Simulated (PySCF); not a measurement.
## Selenium: highly charged ions in a basis for the neutral atom

Se¹⁸⁺ [Ne] 3s2 3p4, Se¹⁹⁺ [Ne] 3s2 3p3. Calculation: PySCF 2.14, in aug-cc-pVDZ-PP with ECP10MDF; a scalar-relativistic core potential. No spin-orbit coupling, so a gap to NIST mixes the basis error with missing relativistic terms.

Changed run: basis of the neutral atom used for a highly charged ion. This setting is unsound on purpose.

```tsv
species	method	sound run (hartree)	changed run (hartree)	converged
Se¹⁸⁺	UHF	not run	-189.91740	yes
Se¹⁸⁺	PBE0	not run	-190.11246	yes
Se¹⁸⁺	TPSS	not run	-190.15942	yes
Se¹⁹⁺	UHF	not run	-162.93414	yes
Se¹⁹⁺	PBE0	not run	-163.06839	yes
Se¹⁹⁺	TPSS	not run	-163.09949	yes
```

Ionisation energy of Se¹⁸⁺:

| method | changed run (eV) | NIST (eV) |
| --- | --- | --- |
| UHF | 734.25 | 739.8 ± 1.1 |
| PBE0 | 735.91 | 739.8 ± 1.1 |
| TPSS | 736.34 | 739.8 ± 1.1 |

The contracted functions were made for the neutral atom and can be too rigid for a highly charged ion.
